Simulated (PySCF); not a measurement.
**Distorted geometries of [Lu(N2)]3+**

[Lu(N2)]3+ (singlet in the valence; each metal's 4f electrons, 14 of them, lie in its core potential, out of spins and levels). PySCF 2.14.0, RKS PBE, Lu lcecp-1-SVP with ECP60, N def2-SVP; non-relativistic Hamiltonian with scalar-relativistic core potentials where named; density fitting; no spin-orbit coupling. Relaxed geometry:

```xyz
3

Lu    0.0000    0.0000   -0.3635
N     0.0000    0.0000    1.9403
N     0.0000    0.0000    3.0648
```

Problem. Order these distorted geometries by energy above the relaxed one, lowest first.
A.
```xyz
3

Lu   -0.0330    0.0379   -0.2532
N     0.0106    0.0005    1.9352
N     0.0224   -0.0384    2.9596
```
B.
```xyz
3

Lu    0.0064   -0.0021   -0.3989
N    -0.0116   -0.0156    1.9646
N     0.0052    0.0177    3.0759
```
C.
```xyz
3

Lu    0.0338    0.0179   -0.4258
N     0.1334   -0.0336    2.0972
N    -0.1672    0.0157    2.9703
```

Solution. B (0.02 eV), A (0.94 eV), C (4.63 eV).

Problem. Which forces (eV/Å) act in the one that lies 0.02 eV up?

Solution. 
```
Lu  -0.02 -0.02  0.43
N    0.02  0.02 -2.07
N    0.00  0.01  1.65
```
Forces carry noise of the integration grid, about 0.01 to 0.03 eV/Å.

An lcecp potential fixes the number of 4f electrons, so in runs with it no electron can move into or out of that shell.
